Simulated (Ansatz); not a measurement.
A nudged elastic band was laid between two geometries of F2H8N3OTa (15 atoms, charge 0, multiplicity 1).

Computed with Ansatz 0.2.0, RKS PBE/def2-SVP.

```yaml
movable_images: 8
climbing_image: no
spring: 5.0 eV/Å²
optimiser: quadratic models (default)
start_path: through a guess of the saddle point
force_threshold: 0.05 eV/Å
iteration_limit: 60
end_points: relaxed
```

First end point:

```xyz
15
Properties=species:S:1:pos:R:3
Ta -0.165 0.145 0.261
F 1.699 0.646 0.346
N -0.230 0.177 2.286
H -0.912 -0.352 2.844
H 0.525 0.490 2.907
N 0.203 -0.475 -1.692
H -0.456 -1.002 -2.278
H 1.021 -0.223 -2.260
N -1.020 1.887 -0.120
H -1.363 2.542 0.589
H -1.174 2.259 -1.062
F -1.666 -1.040 0.253
O 0.986 -2.020 0.485
H 1.005 -2.008 -0.507
H 1.904 -1.795 0.737
```

Last end point:

```xyz
15
Properties=species:S:1:pos:R:3
Ta -0.511 -0.085 0.224
F 2.679 -1.396 -0.084
N 0.306 0.525 1.920
H 0.926 -0.077 2.471
H 0.201 1.445 2.356
N 0.724 0.414 -1.243
H 0.510 0.563 -2.234
H 1.708 0.120 -1.119
N -1.726 1.464 -0.173
H -2.749 1.442 -0.102
H -1.424 2.368 -0.554
F -2.202 -1.018 0.299
O 0.270 -1.943 0.378
H -0.158 -2.793 0.578
H 1.803 -1.798 0.073
```

(1) What changes between the two ends?

(2) Give the energies along the band, and the barrier.

The band took 27 iterations and about 40 core-minutes.

## Answers

(1) Bonds broken: Ta1–F2, O13–H15. Bonds formed: F2–H15. F2H8N3OTa becomes FH + FH7N3OTa.

(2) The run converged. The highest image is number 9 of 0 to 9, 15.0 kcal/mol above the first end and 0.0 kcal/mol above the last; the last end lies 15.0 kcal/mol above the first. The highest image is an end point: on this band no image between the ends rises above it. Between wells the path still climbs a hump at image 4, 0.40 eV above the well before it. The orbitals stay closed-shell, which can raise the energy where a bond breaks towards radicals; this wasn't checked here.

```
image  path coordinate (Å)  energy (kcal/mol)  Ta1–F2 (Å)  O13–H15 (Å)  F2–H15 (Å)
    0                 0.00                0.0        1.93         0.98        2.48
    1                 1.22                2.0        1.94         0.98        2.31
    2                 2.44                4.0        1.95         0.98        2.27
    3                 3.66                5.8        1.95         0.98        2.34
    4                 4.88                9.3        1.97         0.98        2.18
    5                 6.10                7.4        1.99         0.98        2.00
    6                 7.33                7.8        2.02         0.98        1.90
    7                 8.56               12.9        2.31         1.10        1.31
    8                 9.79               14.9        3.28         1.54        0.98
    9                11.01               15.0        3.46         1.57        0.98
```

The run took 9.8 min on 4 threads of Arm Neoverse V2 (shared host), peak memory 0.24 GiB.
